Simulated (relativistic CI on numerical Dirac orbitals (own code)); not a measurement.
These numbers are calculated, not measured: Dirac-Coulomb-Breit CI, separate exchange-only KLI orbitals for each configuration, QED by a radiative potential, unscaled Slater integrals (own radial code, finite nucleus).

The strongest absorption lines from the ground level of an ion, among the configurations computed and to levels below about 11500 eV (vacuum wavelength in nm, gf): 0.10740 (0.014), 0.10872 (0.024), 0.11124 (0.05), 0.11130 (0.0084), 0.11710 (0.13), 0.11726 (0.022), 0.13780 (0.67), 0.13855 (0.11).

Which ion is it?
A. Fe XXV
B. Se XXXIII
C. Zn XXIX
D. Ge XXXI

C. Zn XXIX has 2 electrons and the ground level 1s2 1S_0; the strongest line goes to 1s 2p 1P°_1. The pattern of lines fixes the number of electrons, and along that sequence the line energies rise steadily with the charge (about as its square where n changes within one kind of shell, about linearly where n is kept but much faster in heavy ions where fine structure, which grows about as Z⁴, sets the gap, and irregularly where shells cross), which fixes Z. Configurations outside the model, such as inner-shell arrays, can give stronger lines. At this charge energies of transitions that change n are usually good to better than 1 %, and those within a shell (Δn = 0) to a few per cent.

LS names give the leading component of a level, which can be under half, so a name can repeat, a term be missing and a line seem to break the LS rules.
